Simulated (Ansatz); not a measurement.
Reaction R1 + R2 → P1 + P2, each structure at its B3LYP-D3(BJ)/def2-TZVP stationary point, reached from a drawn start (curvature not checked).
R1: O3 (SMILES O=[O+][O-]), charge 0, multiplicity 1.
P1, O2 (SMILES O=O) (charge 0, multiplicity 3):
```xyz
2

O      0.000     0.000    -0.602
O      0.000     0.000     0.602
```
P2, O4Ru (SMILES [O]=[Ru](=[O])(=[O])=[O]) (charge 0, multiplicity 1):
```xyz
5

Ru     0.0000     0.0000     0.0000
O      0.9691     0.9691     0.9691
O      0.9691    -0.9691    -0.9691
O     -0.9691     0.9691    -0.9691
O     -0.9691    -0.9691     0.9691
```
R2, O3Ru (SMILES [O]=[Ru](=[O])=[O]) (charge 0, multiplicity 1):
```xyz
4

Ru     0.000     0.000     0.000
O      1.674     0.000     0.000
O     -0.837     1.450     0.000
O     -0.837    -1.450     0.000
```

P less R. No zero-point or thermal terms; singlets are restricted closed shells; open shells are unrestricted; no spin–orbit coupling. The spin states of the d-block species are the ones drawn and need not be the lowest.

Frozen-core correlation throughout.

The values were computed with Ansatz (Gaussian basis) for Hartree–Fock, density functionals and correlated methods. No computed number here is a measurement. Elements past Kr take the def2 small-core potentials, without spin–orbit coupling.

Total energies in hartree:

```csv
structure,PBE/def2-TZVPP,B3LYP/def2-TZVPP,CCSD(T)/def2-QZVPP
R1,-225.323025,-225.512259,-225.203341
P1,-150.248609,-150.389760,-150.174628
P2,-395.697859,-395.908678,-394.993977
R2,-320.497629,-320.667847,-319.853348
```

Q: Work out the reaction energy at each level in kJ/mol (1 hartree = 2625.49964 kJ/mol), and say how far PBE/def2-TZVPP lies from CCSD(T)/def2-QZVPP.

A: 
- PBE/def2-TZVPP: (-150.248609) + (-395.697859) − (-225.323025) − (-320.497629) = -0.125814 hartree = -330.3 kJ/mol
- B3LYP/def2-TZVPP: (-150.389760) + (-395.908678) − (-225.512259) − (-320.667847) = -0.118332 hartree = -310.7 kJ/mol
- CCSD(T)/def2-QZVPP: (-150.174628) + (-394.993977) − (-225.203341) − (-319.853348) = -0.111916 hartree = -293.8 kJ/mol
PBE/def2-TZVPP less CCSD(T)/def2-QZVPP: -36.5 kJ/mol. CCSD(T)/def2-QZVPP is the level counted from, the highest shown, and no exact or measured value.

Ansatz is a program for electronic structure.
